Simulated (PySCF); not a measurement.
B(2+): excitation energy

B(2+) [He] 2s1 (2S) → B(2+) [He] 3d1 (2D), as a difference of total energies. All numbers are calculated (PySCF 2.14, scalar relativity by spin-free X2C-1e, in x2c-TZVPPall with one added diffuse shell each of s, p, d type (6s4p3d1f, 40 functions)). Correlated levels: valence and next inner shell: nothing frozen. The calculations carry no spin-orbit coupling.

```csv
method,excitation energy (eV)
UHF,24.275
LDA,23.824
PBE,23.711
PBE0,23.886
r2SCAN,23.710
PBEsol,23.619
revPBE,23.558
wB97X,23.286
CAM-B3LYP,24.245
MP2 (valence and next inner shell),24.289
SCS-MP2 (valence and next inner shell),24.290
```

The promoted electron is Rydberg-like, and one or two diffuse shells describe it only roughly, which tends to raise the upper state.
